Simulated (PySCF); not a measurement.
Molecule: pentafluoroethane, C2HF5.

Geometry:
```csv
atom,x (Å),y (Å),z (Å)
F1,-0.091,-1.732,0.183
C2,0.350,-0.595,-0.370
F3,1.669,-0.486,-0.171
C4,-0.351,0.587,0.303
F5,-0.093,0.625,1.601
F6,0.061,1.724,-0.249
F7,-1.664,0.481,0.128
H8,0.135,-0.597,-1.452
```

Geometry PBE0-D3(BJ)/def2-SVP throughout; GIAO in PySCF 2.14.0 with density-fitted response routines, gas phase, one conformer, non-relativistic; equivalent atoms averaged; functional PBE0.

(1) How do the shifts δ (against CFCl3, TMS at the same level) depend on the basis set? (ppm; last column core-seconds on 1 thread of an x86-64 server CPU, shared host)

(2) Which nucleus moves most, in ppm?

(3) Taking the largest basis, IGLO-III (255 functions), as the yardstick, rank the others by their worst heavy-atom deviation.

Answers

(1) 
| basis set | functions | F5/F6/F7 | F1/F3 | C4 | C2 | H8 | core-s |
| --- | --- | --- | --- | --- | --- | --- | --- |
| STO-3G | 36 | -99.3 | -122.7 | 90.0 | 77.5 | 3.07 | 2 |
| pcSseg-0 | 65 | -101.7 | -167.1 | 143.2 | 125.5 | 6.62 | 2.8 |
| 6-31G | 65 | -106.1 | -161.1 | 124.5 | 109.8 | 5.72 | 4.3 |
| 6-31G* | 100 | -97.5 | -148.2 | 118.0 | 106.9 | 5.58 | 6.7 |
| cc-pVDZ | 103 | -94.0 | -144.4 | 121.4 | 108.3 | 5.27 | 9.3 |
| def2-SVP | 103 | -82.6 | -135.4 | 122.0 | 107.9 | 5.31 | 9.2 |
| pcSseg-1 | 124 | -99.1 | -154.2 | 123.5 | 111.0 | 5.59 | 8.2 |
| aug-cc-pVDZ | 170 | -92.3 | -143.8 | 120.0 | 106.2 | 5.77 | 24 |
| 6-311+G(2d,p) | 195 | -98.8 | -153.5 | 122.5 | 108.9 | 5.78 | 19 |
| def2-TZVP | 223 | -95.4 | -149.8 | 126.2 | 111.9 | 5.61 | 36 |
| cc-pVTZ | 224 | -94.7 | -148.4 | 125.1 | 111.2 | 5.57 | 35 |
| IGLO-III | 255 | -97.3 | -152.5 | 127.0 | 113.1 | 5.75 | 39 |

(2) C4 (CF3 carbon): from 90.0 ppm with STO-3G to 143.2 ppm with pcSseg-0. The smallest spread is 3.55 ppm, at H8. Proton shifts span only some 12 ppm, so a few tenths of a ppm matter as much there as several ppm in carbon.

(3) def2-TZVP 2.8 ppm (223 functions), pcSseg-1 3.4 ppm (124 functions), cc-pVTZ 4.1 ppm (224 functions), 6-311+G(2d,p) 4.5 ppm (195 functions), cc-pVDZ 8.2 ppm (103 functions), 6-31G 8.7 ppm (65 functions), aug-cc-pVDZ 8.8 ppm (170 functions), 6-31G* 9.0 ppm (100 functions), pcSseg-0 16.2 ppm (65 functions), def2-SVP 17.2 ppm (103 functions), STO-3G 37.0 ppm (36 functions).

A small basis that lands close on one nucleus may do so by chance; judge by the trend and by all nuclei.
